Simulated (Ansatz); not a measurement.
PBE exchange is replaced step by step with exact exchange (0 % is PBE, 25 % PBE0; no dispersion term), basis def2-SVP, Ansatz. System: the cluster Cu4Os. Total charge 0; singlet. Geometry: B3LYP-D4/def2-SVP.

Geometry of the singlet:

```xyz
5

Os   -0.031   -0.392   -1.066
Cu    1.468   -0.478    0.875
Cu   -1.679    1.267   -0.553
Cu    0.658    1.644    0.118
Cu   -0.416   -2.041    0.625
```

In the def2 sets Os takes a core potential; there is no spin–orbit coupling. The restricted singlet is unstable towards broken spin symmetry at other levels; at PBE-D4/def2-SVP, PBE with 10 % exact exchange/def2-SVP, PBE with 15 % exact exchange/def2-SVP, PBE0-D4/def2-SVP and others this wasn't settled. The geometry of the singlet was relaxed on an unsound state (restricted singlet, unstable towards broken spin symmetry at other levels and untested here). At PBE0-D4/def2-TZVP a quintet of charge 0 lies 0.85 eV below the restricted singlet, each at its own geometry. Another isomer (singlet) lies 0.13 eV lower at PBE0-D4/def2-TZVP.

| exact exchange (%) | HOMO (eV) | LUMO (eV) | gap (eV) |
| --- | --- | --- | --- |
| 0 | -3.41 | -3.23 | 0.18 |
| 10 | -3.75 | -2.76 | 0.99 |
| 25 | -4.32 | -2.13 | 2.19 |
| 40 | -4.96 | -1.58 | 3.38 |

(1) Estimate the row for 15 %.

## Answers

(1) 
| exact exchange (%) | HOMO (eV) | LUMO (eV) | gap (eV) |
| --- | --- | --- | --- |
| 15 | -3.93 | -2.53 | 1.41 |
